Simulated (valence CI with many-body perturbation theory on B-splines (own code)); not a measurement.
**E1 line list for Ir LXIV**

Calculated by configuration interaction combined with many-body perturbation theory (CI+MBPT): four valence electrons over a frozen Dirac-Fock core [Ne], a basis of 11 s, 11 p, 9 d, 7 f, 5 g, 2 h, 1 i functions for each j, with the one-electron correlation potential Σ1 (screened to all orders), the two-electron term Σ2, the three-electron term Σ3, Breit, model QED; selected single and double excitations, second order for the rest (own B-spline code, finite nucleus).

The last digits are not significant, and no measured levels were compared; by estimate large intervals hold to a few tenths of a per cent, small ones and those within an open d or f shell to about a per cent.

Lines 151 to 200 of 242 in falling wavelength, among levels below 108.23 Ry, chosen from the strongest by gf and those to the six lowest levels. Wavelengths and rates use the calculated energies. Electric multipoles are in the length gauge, E1 and E2 with the static RPA response of the core. Weak lines are less certain than strong ones. Lines between different terms over intervals too small for the method are left out, as are lines whose strength nearly cancels. The highest levels of a list are the least certain.

Levels are named by their leading jj configuration (3d3/2^4 stands for four electrons in 3d with j = 3/2), which in mixed levels can hold well under half, so a name can repeat and another be missing. Letters in brackets count levels of one name in rising energy.

```tsv
λ vac (nm)	Upper	Lower	A (s⁻¹)	S (a.u.)
1.931	(3s 3p1/2 3p3/2 3d5/2) J=3 [d]	(3s^2 3p1/2 3d5/2) J=2	3.77e+11	9.37e-03
1.928	(3s 3p1/2 3p3/2^2) J=1 [b]	(3s^2 3p1/2 3p3/2) J=2	3.37e+12	3.58e-02
1.928	(3s 3p1/2 3p3/2 3d5/2) J=2 [c]	(3s^2 3p1/2 3d5/2) J=2	6.31e+11	1.12e-02
1.927	(3s 3p1/2 3p3/2 3d3/2) J=1 [c]	(3s^2 3p1/2 3d3/2) J=2	3.68e+12	3.90e-02
1.925	(3s 3p1/2 3p3/2 3d3/2) J=3 [a]	(3s 3p1/2^2 3p3/2) J=2	5.88e+10	1.45e-03
1.913	(3s 3p1/2 3p3/2 3d3/2) J=2 [c]	(3s 3p1/2^2 3p3/2) J=1	1.00e+11	1.73e-03
1.908	(3s 3p1/2 3p3/2 3d3/2) J=2 [b]	(3s 3p1/2^2 3p3/2) J=2	5.88e+11	1.01e-02
1.907	(3s 3p1/2 3p3/2 3d5/2) J=2 [d]	(3s^2 3p1/2 3d5/2) J=3	2.78e+12	4.75e-02
1.903	(3s 3p1/2 3p3/2 3d5/2) J=2 [d]	(3s^2 3p1/2 3d5/2) J=2	7.13e+11	1.21e-02
1.900	(3s 3p1/2 3p3/2^2) J=1 [b]	(3s^2 3p1/2 3p3/2) J=1	1.12e+12	1.14e-02
1.879	(3s 3p1/2 3p3/2 3d3/2) J=1 [b]	(3s 3p1/2^2 3p3/2) J=1	1.19e+11	1.17e-03
1.871	(3s 3p1/2 3p3/2 3d3/2) J=2 [d]	(3s 3p1/2^2 3p3/2) J=1	1.37e+11	2.21e-03
1.861	(3s 3p1/2 3p3/2 3d3/2) J=1 [c]	(3s 3p1/2^2 3p3/2) J=1	1.22e+11	1.17e-03
1.850	(3s 3p1/2 3p3/2 3d3/2) J=1 [d]	(3s^2 3p1/2 3d3/2) J=2	1.51e+11	1.42e-03
1.848	(3s^2 3d3/2^2) J=2	(3s^2 3p1/2 3d3/2) J=1	4.99e+12	7.77e-02
1.847	(3s 3p1/2 3p3/2 3d3/2) J=2 [e]	(3s^2 3p1/2 3d3/2) J=2	1.54e+12	2.39e-02
1.832	(3s 3p1/2 3p3/2 3d3/2) J=2 [c]	(3s 3p1/2^2 3p3/2) J=2	4.71e+11	7.15e-03
1.814	(3s^2 3p3/2 3d3/2) J=3	(3s^2 3p1/2 3p3/2) J=2	3.06e+12	6.30e-02
1.813	(3s 3p1/2 3p3/2 3d3/2) J=3 [b]	(3s 3p1/2^2 3p3/2) J=2	2.86e+12	5.88e-02
1.807	(3s^2 3d3/2 3d5/2) J=3	(3s^2 3p1/2 3d5/2) J=3	3.31e+12	6.75e-02
1.805	(3s 3p1/2 3p3/2 3d5/2) J=2 [b]	(3s^2 3p1/2 3d3/2) J=1	1.01e+12	1.46e-02
1.804	(3s^2 3d3/2 3d5/2) J=3	(3s^2 3p1/2 3d5/2) J=2	1.90e+12	3.85e-02
1.801	(3s 3p1/2 3p3/2 3d3/2) J=1 [b]	(3s 3p1/2^2 3p3/2) J=2	3.08e+12	2.66e-02
1.799	(3s^2 3p3/2 3d3/2) J=2	(3s^2 3p1/2 3p3/2) J=2	4.85e+12	6.97e-02
1.798	(3s^2 3p3/2 3d3/2) J=1	(3s^2 3p1/2 3p3/2) J=2	4.80e+11	4.14e-03
1.794	(3s 3p1/2 3p3/2 3d3/2) J=2 [d]	(3s 3p1/2^2 3p3/2) J=2	4.30e+12	6.12e-02
1.789	(3s 3p1/2 3p3/2 3d3/2) J=1 [d]	(3s 3p1/2^2 3p3/2) J=1	5.77e+12	4.89e-02
1.788	(3s 3p1/2 3p3/2 3d3/2) J=3 [c]	(3s 3p1/2^2 3p3/2) J=2	2.67e+11	5.28e-03
1.786	(3s 3p1/2 3p3/2 3d3/2) J=2 [e]	(3s 3p1/2^2 3p3/2) J=1	1.88e+12	2.64e-02
1.784	(3s 3p1/2 3p3/2 3d3/2) J=1 [c]	(3s 3p1/2^2 3p3/2) J=2	2.06e+11	1.73e-03
1.779	(3s^2 3d3/2 3d5/2) J=4	(3s^2 3p1/2 3d5/2) J=3	3.91e+12	9.78e-02
1.778	(3s 3p1/2 3p3/2 3d3/2) J=0 [b]	(3s 3p1/2^2 3p3/2) J=1	3.58e+12	9.94e-03
1.778	(3s^2 3d3/2 3d5/2) J=2	(3s^2 3p1/2 3d5/2) J=3	1.25e+12	1.73e-02
1.775	(3s^2 3d3/2^2) J=0	(3s^2 3p1/2 3d3/2) J=1	9.47e+12	2.62e-02
1.774	(3s^2 3p3/2 3d3/2) J=2	(3s^2 3p1/2 3p3/2) J=1	1.99e+12	2.74e-02
1.774	(3s^2 3d3/2 3d5/2) J=2	(3s^2 3p1/2 3d5/2) J=2	4.16e+12	5.73e-02
1.773	(3s^2 3p3/2 3d3/2) J=1	(3s^2 3p1/2 3p3/2) J=1	4.94e+12	4.08e-02
1.770	(3s^2 3p3/2 3d3/2) J=0	(3s^2 3p1/2 3p3/2) J=1	4.52e+12	1.24e-02
1.768	(3s^2 3p1/2 3d3/2) J=1	(3s^2 3p1/2^2) J=0	6.44e+12	5.28e-02
1.762	(3s 3p1/2 3p3/2 3d5/2) J=2 [a]	(3s^2 3p1/2 3d3/2) J=2	2.56e+08	3.45e-06
1.737	(3s 3p1/2 3p3/2 3d5/2) J=3 [a]	(3s^2 3p1/2 3d3/2) J=2	8.50e+08	1.54e-05
1.731	(3s 3p1/2 3p3/2 3d5/2) J=0	(3s^2 3p1/2 3d3/2) J=1	1.14e+12	2.92e-03
1.727	(3s^2 3d3/2^2) J=2	(3s^2 3p1/2 3d3/2) J=2	2.77e+12	3.52e-02
1.719	(3s 3p1/2 3p3/2 3d3/2) J=1 [d]	(3s 3p1/2^2 3p3/2) J=2	2.29e+10	1.72e-04
1.716	(3s 3p1/2 3p3/2 3d3/2) J=2 [e]	(3s 3p1/2^2 3p3/2) J=2	4.82e+11	6.01e-03
1.710	(3s 3p1/2 3p3/2 3d5/2) J=3 [b]	(3s^2 3p1/2 3d3/2) J=2	2.13e+09	3.69e-05
1.709	(3s 3p1/2 3p3/2 3d5/2) J=1 [a]	(3s^2 3p1/2 3d3/2) J=2	2.88e+10	2.13e-04
1.707	(3s 3p1/2 3p3/2 3d5/2) J=2 [a]	(3s 3p1/2^2 3p3/2) J=1	2.32e+10	2.84e-04
1.690	(3s 3p1/2 3p3/2 3d5/2) J=2 [b]	(3s^2 3p1/2 3d3/2) J=2	6.55e+11	7.80e-03
1.674	(3s 3p1/2 3p3/2 3d5/2) J=3 [c]	(3s^2 3p1/2 3d3/2) J=2	1.64e+09	2.66e-05
```
